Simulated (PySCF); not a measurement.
Species: perfluoropropionyl chloride, C3ClF5O.
Z-matrix (Å and degrees, PBE0-D3(BJ)/def2-TZVP geometry), rows numbered from 1:
```
O 
C   1  1.1771
Cl  2  1.7403  1  124.04
C   2  1.5512  1  122.23  3  -179.47
F   4  1.3348  2  108.01  1   -26.07
F   4  1.3370  2  111.14  1  -145.67
C   4  1.5506  2  112.20  1    92.71
F   7  1.3262  4  109.82  2   -56.62
F   7  1.3234  4  109.64  2  -176.52
F   7  1.3270  4  110.39  2    63.46
```

Computed with PySCF at wB97X-D/pcSseg-2, non-relativistic, on one gas-phase PBE0-D3(BJ)/def2-TZVP geometry that isn't relaxed in the solvent. The solvent is an IEF-PCM continuum (cavity from Bondi-type radii × 1.2). Only the electrostatic response of the medium enters.

Gas phase at wB97X-D/pcSseg-2: HOMO -11.40 eV, LUMO -0.59 eV, dipole 1.00 D.

Problem. What does the continuum do to the energy, the frontier levels and the dipole at wB97X-D/pcSseg-2 in chloroform?

Solution. 
```tsv
solvent	ε	E(solvent) − E(gas) (kJ/mol)	polarisation term (kJ/mol)	distortion of the solute (kJ/mol)	HOMO (eV)	LUMO (eV)	dipole (D)
chloroform	4.711	-6.35	-6.75	0.40	-11.31	-0.46	1.20
```

Polarisation term: ½ Σ q·V over the induced surface charges. Distortion: the rise of the solute's own energy as its density leaves the gas-phase optimum.

Note: wB97X-D ran without an empirical dispersion term, which enters the total energy and its gradient alone.
